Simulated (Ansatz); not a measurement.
`C[O][Al]([OH])[F]` + HBr → `[OH][Al]([F])[Br]` + CH₃OH at 298.15 K and 1 bar (ligand exchange at the Al–O bond).

Isolated molecules relaxed with PBE0-D4/def2-TZVP in Ansatz; ΔE leaves out vibrations. CCSD(T)/CBS adds triple-zeta CCSD(T) − MP2 to the extrapolated MP2 energy (def2 sets, frozen cores). This one scheme is used for every species. For Br outer-core shells are correlated without core-valence functions, which leaves a few kJ/mol of doubt a bond. Scalar relativity is left out up to krypton. One conformer a species, not always the lowest.

```tsv
species	CCSD(T)/CBS energy (Eh)	H − E (kJ/mol)	S (J/(mol·K))
`C[O][Al]([OH])[F]`	-532.79990	175.8	353.5
HBr	-2573.91920	24.6	198.6
`[OH][Al]([F])[Br]`	-2991.11301	63.0	323.1
CH₃OH	-115.61712	146.3	238.2
```

H − E and S are ideal-gas, rigid-rotor, harmonic terms from PBE0-D4/def2-TZVP, for one conformer and one mirror image of each species. 1 Eh = 2625.50 kJ/mol, R = 8.31446 J/(mol·K).

Q: By hand: ΔE, ΔH, ΔS and ΔG.

A: ΔE = (-2991.11301) + (-115.61712) − (-532.79990) − (-2573.91920) = -0.01103 Eh = -29.0 kJ/mol. Δ(H − E) = 63.0 + 146.3 − 175.8 − 24.6 = 8.9, so ΔH = -20.1 kJ/mol. ΔS = 323.1 + 238.2 − 353.5 − 198.6 = 9.2 J/(mol·K). ΔG = -20.1 − 298.15 × (9.2)/1000 = -22.8 kJ/mol.

Q: By hand: the equilibrium constant, and the temperature at which ΔG would vanish if ΔH and ΔS stayed fixed.

A: log₁₀ K = −ΔG/(RT ln 10) = 4.0. ΔH and −TΔS have one sign here, so there is no such temperature.

The number of gas molecules stays the same, so ΔS is small and ΔH decides. A doubt of 5 kJ/mol in ΔE shifts log₁₀ K by 0.9 here. Other conformers and mirror images would add mixing entropy, several J/(mol·K) or more a flexible species. These are equilibria of isolated gas molecules and say nothing of rates. Largest T1 diagnostic: 0.012 (customary marks: 0.02 for closed shells, 0.045 for open ones).

ΔS is within the doubt of such terms, so its sign, and with it that verdict, could turn.
